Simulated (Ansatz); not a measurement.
ClH₃S₂Si, SMILES `S[SiH](S)Cl`. The species carries charge 0 and has multiplicity 1. Geometry: relaxed with PBE0-D4/def2-TZVP. It is one conformer, not always the lowest.

```xyz
7

S     0.764    0.806    1.687
Si   -0.082    0.110   -0.126
S    -0.490   -1.934    0.254
Cl    1.172    0.284   -1.745
H     0.413    2.082    1.450
H    -1.273    0.914   -0.470
H    -0.504   -2.262   -1.049
```

What is the dipole moment at r2SCAN/def2-TZVPP? (An estimate is asked.)

Ansatz gave: 1.16 D, with components (-0.86, 0.68, -0.39) D in this frame, pointing from negative to positive charge.

And with PBE, B3LYP, ωB97M-V? (An estimate is asked.)

Computed: PBE 1.08 D, B3LYP 1.15 D, ωB97M-V 1.14 D.

Give the Mulliken charges with r2SCAN, ωB97M-V, B3LYP in def2-TZVPP. (Estimate.)

Computed: 
```tsv
atom	r2SCAN	ωB97M-V	B3LYP
S1	-0.23	-0.21	-0.23
Si2	0.54	0.38	0.51
S3	-0.24	-0.21	-0.23
Cl4	-0.24	-0.20	-0.23
H5	0.11	0.12	0.11
H6	-0.06	-0.01	-0.05
H7	0.11	0.12	0.12
```

B3LYP here is the variant with VWN-RPA as its local correlation; programs differ in this.
